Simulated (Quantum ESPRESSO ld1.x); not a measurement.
Tc21+, configuration [Ar] 3d4. Calculated with ld1.x of Quantum ESPRESSO 7.5: scalar-relativistic Kohn-Sham, LDA (Slater exchange, Perdew-Zunger correlation), spin-polarised, spherical densities, point nucleus; open shells are filled with parallel spins first.

Normalised radial functions P(r) = r R(r), r in bohr:

| r | 4p up |
|---|---|
| 0.003492 | 0.0082 |
| 0.003938 | 0.0101 |
| 0.004475 | 0.0128 |
| 0.005046 | 0.0158 |
| 0.005689 | 0.0196 |
| 0.006414 | 0.0242 |
| 0.00729 | 0.0303 |
| 0.00822 | 0.0373 |
| 0.009268 | 0.0459 |
| 0.01045 | 0.0564 |
| 0.01188 | 0.0699 |
| 0.01339 | 0.0853 |
| 0.0151 | 0.1036 |
| 0.01702 | 0.1253 |
| 0.01919 | 0.1507 |
| 0.02181 | 0.1824 |
| 0.0246 | 0.2166 |
| 0.02773 | 0.2551 |
| 0.03127 | 0.2978 |
| 0.03554 | 0.3470 |
| 0.04007 | 0.3954 |
| 0.04518 | 0.4441 |
| 0.05094 | 0.4902 |
| 0.05789 | 0.5324 |
| 0.06527 | 0.5605 |
| 0.07359 | 0.5717 |
| 0.08298 | 0.5601 |
| 0.09431 | 0.5154 |
| 0.1063 | 0.4377 |
| 0.1199 | 0.3220 |
| 0.1352 | 0.1684 |
| 0.1536 | -0.0314 |
| 0.1732 | -0.2404 |
| 0.1953 | -0.4518 |
| 0.2202 | -0.6406 |
| 0.2483 | -0.7779 |
| 0.2822 | -0.8343 |
| 0.3182 | -0.7774 |
| 0.3587 | -0.6018 |
| 0.4045 | -0.3136 |
| 0.4597 | 0.0870 |
| 0.5183 | 0.4988 |
| 0.5844 | 0.8820 |
| 0.6589 | 1.1732 |
| 0.7489 | 1.3284 |
| 0.8443 | 1.3099 |
| 0.952 | 1.1527 |
| 1.073 | 0.9069 |
| 1.22 | 0.6183 |
| 1.375 | 0.3801 |
| 1.551 | 0.2044 |
| 1.749 | 0.0949 |
| 1.987 | 0.0350 |
| 2.241 | 0.0113 |
| 2.526 | 0.0030 |

4p up (empty): eigenvalue -520.42 eV, 2 radial nodes at r = 0.151, 0.448 bohr, <r> = 0.797 bohr, 90 % of the charge inside 1.13 bohr.
